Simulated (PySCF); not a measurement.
PySCF input file for TiCl3, SMILES [Cl][Ti]([Cl])[Cl] (connectivity only; charge and spin as stated), neutral, multiplicity 2, r2SCAN-D4/def2-SVP. 

```python
import numpy as np
from pyscf import gto, scf, dft
from pyscf.geomopt import geometric_solver

mol = gto.M(
    atom='''
    Ti    0.00000000    0.00000000   -0.32388734
    Cl    1.78763278   -1.03209027    0.13971611
    Cl   -1.78763278   -1.03209027    0.13971611
    Cl    0.00000000    2.06418053    0.13971611
    ''',
    basis='def2-SVP',
    charge=0,
    spin=1,
    max_memory=1600,
    verbose=3,
)
mf = dft.UKS(mol, xc='r2scan').density_fit(auxbasis='def2-universal-jkfit')
mf.disp = 'd4'
mf.grids.level = 4
mf.conv_tol = 1e-9
mf.max_cycle = 100
mf.kernel()
fine, coarse = mf.grids, dft.Grids(mol).set(level=1).build(with_non0tab=True)
for _ in range(3):  # follow internal instabilities
    mf.grids = coarse
    mo, _, stable, _ = mf.stability(return_status=True, nroots=4)
    mf.grids = fine
    if stable:
        break
    mf.kernel(mf.make_rdm1(mo, mf.mo_occ))
conv, mol_eq = geometric_solver.kernel(mf, convergence_set='GAU_TIGHT', maxsteps=100)
print(mol_eq.tostring(format='xyz'))
mf.reset(mol_eq)
mf.kernel()
```

It prints:

```
[...]
--------------- DFUKS_Scanner gradients ---------------
         x                y                z
0 Ti     0.0000000088     0.0000314000    -0.0000138837
1 Cl    -0.0000009388     0.0000330136     0.0000040902
2 Cl     0.0000009305     0.0000330094     0.0000040902
3 Cl    -0.0000000004     0.0000329528     0.0000052754
----------------------------------------------
cycle 92: E = -2229.62282732  dE = -1.17234e-09  norm(grad) = 6.71354e-05
Step   91 : Displace = 4.023e-06/6.964e-06 (rms/max) Trust = 4.000e-06 (=) Grad = 3.357e-05/3.433e-05 (rms/max) E (change) = -2229.6228273180 (-1.172e-09) Quality = 0.219
Hessian Eigenvalues: 3.92051e-04 4.99794e-02 5.00000e-02 ... 2.50074e-01 3.61204e-01 1.53531e+01

Geometry optimization cycle 93
Cartesian coordinates (Angstrom)
 Atom        New coordinates             dX        dY        dZ
  Ti   0.000000  -0.027206   0.018952   -0.000000 -0.000021  0.000007
  Cl   1.895940  -1.119340   0.020160    0.000000 -0.000020 -0.000002
  Cl  -1.895940  -1.119340   0.020160   -0.000000 -0.000020 -0.000002
  Cl   0.000000   2.160650   0.019774   -0.000000 -0.000021 -0.000002
converged SCF energy = -2229.62282731813  <S^2> = 0.75810989  2S+1 = 2.0080935
--------------- DFUKS_Scanner gradients ---------------
         x                y                z
0 Ti     0.0000000702     0.0000311831    -0.0000137806
1 Cl    -0.0000006848     0.0000328619     0.0000040604
2 Cl     0.0000006116     0.0000328169     0.0000040604
3 Cl     0.0000000025     0.0000335155     0.0000052353
----------------------------------------------
cycle 93: E = -2229.62282732  dE = -8.4583e-11  norm(grad) = 6.71093e-05
Step   92 : Displace = 4.005e-06/6.924e-06 (rms/max) Trust = 4.000e-06 (=) Grad = 3.355e-05/3.409e-05 (rms/max) E (change) = -2229.6228273181 (-8.458e-11) Quality = 0.016
Hessian Eigenvalues: 3.92051e-04 4.99794e-02 5.00000e-02 ... 2.50074e-01 3.61204e-01 1.53531e+01

Geometry optimization cycle 94
Cartesian coordinates (Angstrom)
 Atom        New coordinates             dX        dY        dZ
  Ti   0.000000  -0.027227   0.018959   -0.000000 -0.000021  0.000007
  Cl   1.895940  -1.119361   0.020158    0.000000 -0.000021 -0.000002
  Cl  -1.895940  -1.119361   0.020158   -0.000000 -0.000021 -0.000002
  Cl   0.000000   2.160629   0.019771   -0.000000 -0.000021 -0.000002
converged SCF energy = -2229.62282731849  <S^2> = 0.75810972  2S+1 = 2.0080933
--------------- DFUKS_Scanner gradients ---------------
         x                y                z
0 Ti     0.0000000080     0.0000314904    -0.0000136418
1 Cl    -0.0000009030     0.0000330026     0.0000040176
2 Cl     0.0000008946     0.0000329975     0.0000040176
3 Cl     0.0000000002     0.0000328855     0.0000051823
----------------------------------------------
cycle 94: E = -2229.62282732  dE = -3.5152e-10  norm(grad) = 6.70668e-05
Step   93 : Displace = 4.005e-06/6.921e-06 (rms/max) Trust = 4.000e-06 (=) Grad = 3.353e-05/3.432e-05 (rms/max) E (change) = -2229.6228273185 (-3.515e-10) Quality = 0.066
Hessian Eigenvalues: 3.92051e-04 4.99794e-02 5.00000e-02 ... 2.50074e-01 3.61204e-01 1.53531e+01

Geometry optimization cycle 95
Cartesian coordinates (Angstrom)
 Atom        New coordinates             dX        dY        dZ
  Ti  -0.000000  -0.027248   0.018966   -0.000000 -0.000021  0.000007
  Cl   1.895940  -1.119381   0.020156    0.000000 -0.000021 -0.000002
  Cl  -1.895940  -1.119381   0.020156   -0.000000 -0.000021 -0.000002
  Cl  -0.000000   2.160608   0.019769   -0.000000 -0.000021 -0.000002
converged SCF energy = -2229.62282731869  <S^2> = 0.75810974  2S+1 = 2.0080934
--------------- DFUKS_Scanner gradients ---------------
         x                y                z
0 Ti    -0.0000000288     0.0000316131    -0.0000135463
1 Cl    -0.0000007874     0.0000329430     0.0000039906
2 Cl     0.0000008175     0.0000329616     0.0000039906
3 Cl    -0.0000000011     0.0000328575     0.0000051447
----------------------------------------------
cycle 95: E = -2229.62282732  dE = -2.04182e-10  norm(grad) = 6.7036e-05
Step   94 : Displace = 4.004e-06/6.924e-06 (rms/max) Trust = 4.000e-06 (=) Grad = 3.352e-05/3.439e-05 (rms/max) E (change) = -2229.6228273187 (-2.042e-10) Quality = 0.038
Hessian Eigenvalues: 3.92051e-04 4.99794e-02 5.00000e-02 ... 2.50074e-01 3.61204e-01 1.53531e+01

Geometry optimization cycle 96
Cartesian coordinates (Angstrom)
 Atom        New coordinates             dX        dY        dZ
  Ti  -0.000000  -0.027269   0.018973   -0.000000 -0.000021  0.000007
  Cl   1.895940  -1.119402   0.020154    0.000000 -0.000021 -0.000002
  Cl  -1.895940  -1.119402   0.020154   -0.000000 -0.000021 -0.000002
  Cl  -0.000000   2.160586   0.019766   -0.000000 -0.000021 -0.000002
converged SCF energy = -2229.62282731801  <S^2> = 0.75811017  2S+1 = 2.0080938
--------------- DFUKS_Scanner gradients ---------------
         x                y                z
0 Ti    -0.0000001010     0.0000318182    -0.0000133835
1 Cl     0.0000001811     0.0000323946     0.0000039389
2 Cl    -0.0000000753     0.0000324601     0.0000039388
3 Cl    -0.0000000040     0.0000336985     0.0000050813
----------------------------------------------
cycle 96: E = -2229.62282732  dE = 6.80757e-10  norm(grad) = 6.69856e-05
Step   95 : Displace = 4.004e-06/6.925e-06 (rms/max) Trust = 4.000e-06 (=) Grad = 3.349e-05/3.452e-05 (rms/max) E (change) = -2229.6228273180 (+6.808e-10) Quality = -0.125
Hessian Eigenvalues: 1.03074e-03 4.99914e-02 5.00000e-02 ... 2.50056e-01 2.74719e-01 1.57192e+01

Geometry optimization cycle 97
Cartesian coordinates (Angstrom)
 Atom        New coordinates             dX        dY        dZ
  Ti  -0.000000  -0.027291   0.018980    0.000000 -0.000022  0.000007
  Cl   1.895940  -1.119424   0.020152    0.000000 -0.000022 -0.000002
  Cl  -1.895940  -1.119424   0.020152   -0.000000 -0.000022 -0.000002
  Cl   0.000000   2.160565   0.019764    0.000000 -0.000022 -0.000003
converged SCF energy = -2229.62282731914  <S^2> = 0.75810971  2S+1 = 2.0080933
--------------- DFUKS_Scanner gradients ---------------
         x                y                z
0 Ti    -0.0000000269     0.0000317157    -0.0000132880
1 Cl    -0.0000008179     0.0000329708     0.0000039123
2 Cl     0.0000008461     0.0000329882     0.0000039123
3 Cl    -0.0000000010     0.0000327003     0.0000050455
----------------------------------------------
cycle 97: E = -2229.62282732  dE = -1.13187e-09  norm(grad) = 6.69666e-05
Step   96 : Displace = 4.030e-06/6.974e-06 (rms/max) Trust = 4.000e-06 (=) Grad = 3.348e-05/3.439e-05 (rms/max) E (change) = -2229.6228273191 (-1.132e-09) Quality = 0.203
Hessian Eigenvalues: 6.39635e-04 4.99829e-02 5.00000e-02 ... 2.50077e-01 2.74879e-01 1.76895e+01

Geometry optimization cycle 98
Cartesian coordinates (Angstrom)
 Atom        New coordinates             dX        dY        dZ
  Ti  -0.000000  -0.027312   0.018987    0.000000 -0.000022  0.000007
  Cl   1.895941  -1.119445   0.020150    0.000000 -0.000021 -0.000002
  Cl  -1.895941  -1.119445   0.020150   -0.000000 -0.000021 -0.000002
  Cl   0.000000   2.160543   0.019761    0.000000 -0.000022 -0.000002
converged SCF energy = -2229.62282731925  <S^2> = 0.75810988  2S+1 = 2.0080935
--------------- DFUKS_Scanner gradients ---------------
         x                y                z
0 Ti     0.0000001646     0.0000312670    -0.0000131863
1 Cl    -0.0000007308     0.0000329081     0.0000038829
2 Cl     0.0000005575     0.0000328001     0.0000038831
3 Cl     0.0000000072     0.0000334032     0.0000050060
----------------------------------------------
cycle 98: E = -2229.62282732  dE = -1.09594e-10  norm(grad) = 6.69489e-05
Step   97 : Displace = 4.008e-06/6.936e-06 (rms/max) Trust = 4.000e-06 (=) Grad = 3.347e-05/3.393e-05 (rms/max) E (change) = -2229.6228273193 (-1.096e-10) Quality = 0.020
Hessian Eigenvalues: 6.39635e-04 4.99829e-02 5.00000e-02 ... 2.50077e-01 2.74879e-01 1.76895e+01

Geometry optimization cycle 99
Cartesian coordinates (Angstrom)
 Atom        New coordinates             dX        dY        dZ
  Ti  -0.000000  -0.027334   0.018994   -0.000000 -0.000022  0.000007
  Cl   1.895941  -1.119467   0.020148    0.000000 -0.000022 -0.000002
  Cl  -1.895941  -1.119467   0.020148   -0.000000 -0.000022 -0.000002
  Cl  -0.000000   2.160521   0.019759   -0.000000 -0.000022 -0.000002
converged SCF energy = -2229.62282731957  <S^2> = 0.75810972  2S+1 = 2.0080933
--------------- DFUKS_Scanner gradients ---------------
         x                y                z
0 Ti    -0.0000000026     0.0000317364    -0.0000130466
1 Cl    -0.0000008148     0.0000329758     0.0000038399
2 Cl     0.0000008170     0.0000329767     0.0000038399
3 Cl     0.0000000003     0.0000326866     0.0000049525
----------------------------------------------
cycle 99: E = -2229.62282732  dE = -3.21961e-10  norm(grad) = 6.69032e-05
Step   98 : Displace = 4.008e-06/6.932e-06 (rms/max) Trust = 4.000e-06 (=) Grad = 3.345e-05/3.431e-05 (rms/max) E (change) = -2229.6228273196 (-3.220e-10) Quality = 0.058
Hessian Eigenvalues: 6.39635e-04 4.99829e-02 5.00000e-02 ... 2.50077e-01 2.74879e-01 1.76895e+01

Geometry optimization cycle 100
Cartesian coordinates (Angstrom)
 Atom        New coordinates             dX        dY        dZ
  Ti  -0.000000  -0.027356   0.019001    0.000000 -0.000022  0.000007
  Cl   1.895941  -1.119489   0.020146    0.000000 -0.000022 -0.000002
  Cl  -1.895941  -1.119489   0.020146   -0.000000 -0.000022 -0.000002
  Cl  -0.000000   2.160499   0.019756    0.000000 -0.000022 -0.000002
converged SCF energy = -2229.62282731978  <S^2> = 0.75810974  2S+1 = 2.0080934
--------------- DFUKS_Scanner gradients ---------------
         x                y                z
0 Ti    -0.0000000373     0.0000318010    -0.0000129510
1 Cl    -0.0000007249     0.0000329283     0.0000038129
2 Cl     0.0000007638     0.0000329521     0.0000038129
3 Cl    -0.0000000013     0.0000326936     0.0000049150
----------------------------------------------
cycle 100: E = -2229.62282732  dE = -2.03272e-10  norm(grad) = 6.68757e-05
Step   99 : Displace = 4.007e-06/6.935e-06 (rms/max) Trust = 4.000e-06 (=) Grad = 3.344e-05/3.434e-05 (rms/max) E (change) = -2229.6228273198 (-2.033e-10) Quality = 0.036
Hessian Eigenvalues: 6.39635e-04 4.99829e-02 5.00000e-02 ... 2.50077e-01 2.74879e-01 1.76895e+01

Geometry optimization cycle 101
Cartesian coordinates (Angstrom)
 Atom        New coordinates             dX        dY        dZ
  Ti  -0.000000  -0.027378   0.019008    0.000000 -0.000022  0.000007
  Cl   1.895941  -1.119511   0.020143    0.000000 -0.000022 -0.000002
  Cl  -1.895941  -1.119511   0.020143   -0.000000 -0.000022 -0.000002
  Cl  -0.000000   2.160476   0.019754    0.000000 -0.000022 -0.000002
converged SCF energy = -2229.62282731999  <S^2> = 0.75810972  2S+1 = 2.0080933
--------------- DFUKS_Scanner gradients ---------------
         x                y                z
0 Ti     0.0000000842     0.0000317304    -0.0000128112
1 Cl    -0.0000008500     0.0000330029     0.0000037700
2 Cl     0.0000007611     0.0000329472     0.0000037701
3 Cl     0.0000000039     0.0000326955     0.0000048618
----------------------------------------------
cycle 101: E = -2229.62282732  dE = -2.10548e-10  norm(grad) = 6.68433e-05
Step  100 : Displace = 4.007e-06/6.935e-06 (rms/max) Trust = 4.000e-06 (=) Grad = 3.342e-05/3.422e-05 (rms/max) E (change) = -2229.6228273200 (-2.105e-10) Quality = 0.037
Hessian Eigenvalues: 6.39635e-04 4.99829e-02 5.00000e-02 ... 2.50077e-01 2.74879e-01 1.76895e+01
Maximum iterations reached (100); increase --maxiter for more
Geometry optimization failed to converge in 100 iterations
4
XYZ from PySCF
Ti         -0.00000000       -0.02737839        0.01900830
Cl          1.89594116       -1.11951096        0.02014344
Cl         -1.89594116       -1.11951096        0.02014344
Cl         -0.00000000        2.16047634        0.01975370
converged SCF energy = -2229.62282731989  <S^2> = 0.75810923  2S+1 = 2.0080929
```

The run did not converge; its last values are not results.
